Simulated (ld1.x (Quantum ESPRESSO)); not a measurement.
## u(r) = r·R(r): atom against pseudo-atom (tungsten (W))

Columns: radius, all-electron u(r) and pseudo u(r) of the 5d shell (level -12.00 eV) of tungsten in the configuration [Kr] 4d10 4f14 5s2 5p6 5d4 6s1 6p0; LDA (PZ), scalar-relativistic, PAW scheme, ld1.x (Quantum ESPRESSO) 7.5.

| r (bohr) | all-electron | pseudo |
| --- | --- | --- |
| 0.132 | 0.2122 | 0.0011 |
| 0.265 | -0.1696 | 0.0088 |
| 0.398 | -0.3363 | 0.0285 |
| 0.530 | -0.1921 | 0.0639 |
| 0.663 | 0.0596 | 0.1166 |
| 0.795 | 0.2987 | 0.1846 |
| 0.928 | 0.4880 | 0.2653 |
| 1.060 | 0.6196 | 0.3518 |
| 1.193 | 0.7029 | 0.4387 |
| 1.325 | 0.7473 | 0.5179 |
| 1.458 | 0.7634 | 0.5843 |
| 1.590 | 0.7592 | 0.6326 |
| 1.723 | 0.7409 | 0.6611 |
| 1.855 | 0.7135 | 0.6695 |
| 1.988 | 0.6799 | 0.6599 |
| 2.120 | 0.6431 | 0.6364 |
| 2.252 | 0.6046 | 0.6035 |
| 2.385 | 0.5653 | 0.5656 |
| 2.518 | 0.5265 | 0.5266 |
| 2.650 | 0.4889 | 0.4889 |
| 2.782 | 0.4526 | 0.4526 |
| 2.915 | 0.4178 | 0.4178 |
| 3.048 | 0.3847 | 0.3847 |
| 3.180 | 0.3538 | 0.3538 |
| 3.312 | 0.3247 | 0.3247 |
| 3.445 | 0.2974 | 0.2974 |

(1) How many radial nodes do the two functions have?

(2) At about which radius was the pseudo-wave matched?

(3) Is the pseudo-wave norm-conserving?

Answers

(1) The all-electron 5d function has n − l − 1 = 2; the pseudo-wave has 0, since the states of the same l below it are removed with the core.

(2) 2.65 bohr. The columns agree to 0.0005 from 2.38 bohr on; several derivatives are matched, so the curves merge somewhat inside the radius.

(3) No, it belongs to a PAW set: the norm inside the radius is not constrained, and the difference is carried by the augmentation charge.
